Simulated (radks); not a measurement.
Results of a calculation; reference values are marked as such.
Initial-state core-level shifts of neutral tin when its valence configuration changes from [Kr] 4d10 5s2 5p2. Level of theory: scalar-relativistic Kohn-Sham, PBEsol, spin-polarised, spherical densities, finite nucleus; open shells are filled with parallel spins first (spin-orbit coupling, left out, can overturn this in heavy ions); Fermi nuclear charge, rms radius 4.6519 fm (a radial shooting solver on a logarithmic mesh with Libxc functionals). Shifts are changes of the shell-averaged eigenvalues in eV (positive: less bound); the change of the density at the nucleus, which sets a Mossbauer isomer shift, is in e/bohr^3, on a base of 1.963e+05.

[
 {"valence": "4d10 5s1 5p3", "2p": "-1.090", "3s": "-1.123", "4s": "-1.149", "4p": "-1.143", "density at nucleus": "-38.49"},
 {"valence": "4d9.5 5s2 5p2.5", "2p": "-3.933", "3s": "-3.815", "4s": "-3.358", "4p": "-3.223", "density at nucleus": "+9.40"},
 {"valence": "4d9 5s2 5p3", "2p": "-7.925", "3s": "-7.671", "4s": "-6.698", "4p": "-6.421", "density at nucleus": "+18.99"},
 {"valence": "4d8.5 5s2 5p3.5", "2p": "-12.183", "3s": "-11.770", "4s": "-10.219", "4p": "-9.792", "density at nucleus": "+28.61"},
 {"valence": "4d7 5s2 5p5", "2p": "-25.218", "3s": "-24.213", "4s": "-20.584", "4p": "-19.679", "density at nucleus": "+59.16"},
 {"valence": "4d8 5s2 5p4", "2p": "-16.478", "3s": "-15.887", "4s": "-13.701", "4p": "-13.120", "density at nucleus": "+38.51"},
 {"valence": "4d7 5s1.5 5p5.5", "2p": "-25.874", "3s": "-24.879", "4s": "-21.230", "4p": "-20.317", "density at nucleus": "+33.10"},
 {"valence": "4d10 5s1.5 5p2.5", "2p": "-0.583", "3s": "-0.598", "4s": "-0.609", "4p": "-0.607", "density at nucleus": "-18.79"},
 {"valence": "4d9 5s1 5p4", "2p": "-9.408", "3s": "-9.178", "4s": "-8.197", "4p": "-7.909", "density at nucleus": "-24.40"}
]
